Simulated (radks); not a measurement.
Neutral gallium inside a hard spherical wall (all orbitals vanish at R), configuration held at [Ar] 3d10 4s2 4p1 and not refilled when levels cross. Method: non-relativistic Kohn-Sham, LDA (Slater exchange, Perdew-Wang correlation), spin-unpolarised, spherical densities, point nucleus; computed with a radial shooting solver on a logarithmic mesh with Libxc functionals. Eigenvalues in eV, with the zero of energy where the potential of the charges vanishes at infinity; a dash marks a level that is unbound or too diffuse for the functional's potential to be trusted. A positive occupied level is held by the wall or, in an anion where self-interaction has pushed it up, behind a barrier. The pressure on the wall is -dE/dV.

R (bohr)  E (hartree)  kinetic (hartree)    e(3p)    e(3d)   e(4s)   e(4p)  e(5s, empty)  e(5p, empty)  pressure (GPa)
free      -1921.83375           1919.892  -97.538  -20.028  -8.925  -2.767        -0.362             -               0
12        -1921.83362           1919.894  -97.518  -20.008  -8.909  -2.750         0.075         1.498         0.00191
7         -1921.82160           1919.961  -96.895  -19.391  -8.428  -2.096         4.195         7.970           0.564
4         -1921.50313           1921.234  -91.899  -14.516  -3.423   5.023        32.280        41.236            61.7
3.5       -1921.19301           1922.317  -89.100  -11.801   0.294   9.928        49.380        60.042             169
3         -1920.51385           1924.574  -84.443   -7.253   7.547  19.038        79.270        92.038             523
2         -1914.09061           1944.647  -58.680   19.474  63.513  82.708        259.40        275.62            9530
1.5       -1896.45148           1996.922  -14.701   68.202  190.48  214.46        579.90        588.37           71100
